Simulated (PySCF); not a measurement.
Several orderings of computed values.

Species are written as SMILES; each is one conformer at its optimised geometry, gas phase, non-relativistic unless stated; the electronic structure was computed with PySCF and density fitting.

Dipoles, sizes and rotational constants follow the conformer. The torsions of the flexible species, by atom-mapped SMILES:
- `[CH2:1]=[CH:2][N:3]([CH2:4][CH3:5])/[N:6]=[CH:7]\[CH:8]1[CH2:9][CH2:10]1`: C1–C2–N3–C4 0°, C2–N3–C4–C5 -87°, C2–N3–N6–C7 176°, N6–C7–C8–C9 -170°
- `[CH2:1]=[C:2]([O:3][CH3:4])[C:5](=[O:6])[O:7][CH3:8]`: C1–C2–O3–C4 0°, C1–C2–C5–O6 0°, C2–C5–O7–C8 180°
- `[CH3:1][CH2:2][C@@H:3]([CH3:4])[n:5]1[cH:6][cH:7][c:8]([CH3:9])[n:10]1`: C1–C2–C3–C4 175°, C2–C3–N5–C6 121°
- `[CH:1]#[C:2][C:3]#[C:4][CH2:5][CH2:6][F:7]`: C4–C5–C6–F7 180°
- `[CH2:1]=[C:2]([SiH2:3][O:4][C:5]([CH3:6])=[S:7])[S@@:8]([CH3:9])=[O:10]`: C1–C2–Si3–O4 -171°, C2–Si3–O4–C5 -179°, Si3–O4–C5–C6 -179°, C1–C2–S8–C9 -107°
- `[CH3:1]/[CH:2]=[C:3](\[CH3:4])[CH2:5][O:6][CH3:7]`: C2–C3–C5–O6 118°, C3–C5–O6–C7 -68°
- `[CH2:1]=[CH:2][CH2:3][NH:4]/[N:5]=[C:6](/[CH3:7])[CH:8]1[CH2:9][CH2:10]1`: C1–C2–C3–N4 132°, C2–C3–N4–N5 156°, C3–N4–N5–C6 160°, N5–C6–C8–C9 -74°
- `[CH2:1]=[N:2][c:3]1[cH:4][cH:5][cH:6][s:7]1`: C1–N2–C3–C4 180°
- `[CH3:1][NH:2][SiH:3]1[CH:4]=[CH:5][SiH2:6][CH:7]=[CH:8]1`: C1–N2–Si3–C4 -174°

The conformers of `C=C/C=N/NC1CCCC1` and `CC(=O)O[Si@@H]1C[SiH2][C@H](F)C1` aren't listed.

(1) Rank by HOMO–LUMO gap, lowest first (PBE0/pcSseg-1 at GFN2-xTB geometries).
A. `C#CC#CCCF`
B. `C/C=C(\C)COC`
C. `C=C/C=N/NC1CCCC1`
D. `C=C([SiH2]OC(C)=S)[S@@](C)=O`
E. `C=CN(CC)/N=C\C1CC1`
F. `CC(=O)O[Si@@H]1C[SiH2][C@H](F)C1`
G. `CC[C@@H](C)n1ccc(C)n1`
H. `C=C(OC)C(=O)OC`

(2) Rank by dipole moment, lowest first (PBE0/pcSseg-1 at GFN2-xTB geometries).
A. `C/C=C(\C)COC`
B. `C=CN(CC)/N=C\C1CC1`
C. `C=CCN/N=C(/C)C1CC1`
D. `C[C@H](CC)n1nc(C)cc1`
E. `C=Nc1cccs1`
F. `C=C(OC)C(=O)OC`

(3) By how much do the two ends of that ranking differ?

(4) Rank by smallest rotational constant, highest first (GFN2-xTB).
A. `C=C(OC)C(=O)OC`
B. `C=Nc1cccs1`
C. `C=C([SiH2]OC(C)=S)[S@@](C)=O`
D. `CN[SiH]1C=C[SiH2]C=C1`
E. `C(CN/N=C(\C1CC1)C)=C`
F. `CC[C@@H](C)n1ccc(C)n1`
G. `C/C=C(\C)COC`

(5) Give the two extremes of that set in cm⁻¹.

(6) Rank by HOMO energy, highest first (PBE0/pcSseg-1 at GFN2-xTB geometries).
A. `COC/C(C)=C/C`
B. `C=CCN/N=C(/C)C1CC1`
C. `CC(=O)O[Si@@H]1C[SiH2][C@H](F)C1`
D. `C=CN(CC)/N=C\C1CC1`
E. `C#CC#CCCF`

Answers

(1) D (5.05 eV), C (5.15 eV), E (5.72 eV), H (6.13 eV), A (6.70 eV), G (7.43 eV), B (7.54 eV), F (7.99 eV).

(2) E (0.90 D), A (1.47 D), D (1.68 D), C (1.84 D), F (2.21 D), B (2.54 D).

(3) By 1.64 D, between `C=CN(CC)/N=C\C1CC1` and `C=Nc1cccs1`.

(4) B (1.427 GHz), G (1.377 GHz), A (1.052 GHz), F (0.846 GHz), D (0.716 GHz), E (0.515 GHz), C (0.399 GHz).

(5) `C=C([SiH2]OC(C)=S)[S@@](C)=O`: 0.0133 cm⁻¹; `C=Nc1cccs1`: 0.0476 cm⁻¹.

(6) D (-5.60 eV), B (-5.93 eV), A (-6.98 eV), E (-7.45 eV), C (-8.05 eV).
